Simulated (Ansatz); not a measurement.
A nudged elastic band was laid between two geometries of AlH₅O₂Si (9 atoms, charge 0, multiplicity 1).

Computed with Ansatz, RKS PBE-D4/def2-SVP.

* movable images: 5
* climbing image: yes
* spring: 5.0 eV/Å²
* optimiser: quadratic models (default)
* start path: through a guess of the saddle point
* force threshold: 0.03 eV/Å
* iteration limit: 60
* end points: relaxed

Image 0:

```xyz
9
Properties=species:S:1:pos:R:3
O -0.412 1.607 -1.080
Si 0.591 0.625 -0.130
O 1.649 -0.337 -1.040
Al -0.812 -0.835 1.293
H -1.132 1.137 -1.535
H 1.496 1.598 0.561
H 1.232 -1.092 -1.491
H -1.778 -1.874 0.524
H -0.834 -0.830 2.898
```

Image 6:

```xyz
9
Properties=species:S:1:pos:R:3
O -0.609 1.058 -1.475
Si -0.577 2.012 -0.019
O 1.220 -0.541 -0.030
Al -0.552 -0.314 1.054
H -1.016 0.158 -1.332
H 2.053 -0.180 0.332
H 1.034 -0.039 -0.864
H -1.413 -1.116 -0.099
H -0.139 -1.037 2.433
```

(1) What changes between the two ends?

(2) Give the energies along the band, and the barrier.

The band took 60 iterations and about 13 core-minutes.

Results:

(1) Bonds broken: Si2–O3, Si2–H6. Bonds formed: O3–Al4, O3–H6.

(2) It did not converge within its limit. The highest image is number 3 of 0 to 6, 2.22 eV above the first end and 0.48 eV above the last; the last end lies 1.75 eV above the first. The band didn't meet its force threshold, so its energies are provisional: the largest band force was still 0.27 eV/Å, and over the last iterations the top moved between 2.22 and 2.24 eV. Neighbouring images lie up to 1.9 Å apart, so the band is torn or far too coarse. Inner images lie below an end point, which means an intermediate or an end that isn't the lowest structure nearby. The orbitals stay closed-shell, which can raise the energy where a bond breaks towards radicals; this wasn't checked here.

```
image  path coordinate (Å)  energy (eV)  Si2–O3 (Å)  Si2–H6 (Å)  O3–Al4 (Å)
    0                 0.00         0.00        1.69        1.50        3.43
    1                 1.92        -0.33        1.84        1.51        1.95
    2                 3.85         0.78        1.82        1.55        2.03
    3                 5.77         2.22        2.15        2.83        3.10
    4                 7.64         2.15        2.19        2.61        3.33
    5                 9.51         2.08        2.31        2.72        3.09
    6                11.38         1.75        3.12        3.44        2.09
```

Time of the run: 6.7 min on 2 threads of Arm Neoverse V1, with other jobs on the host, peak memory 0.12 GiB.
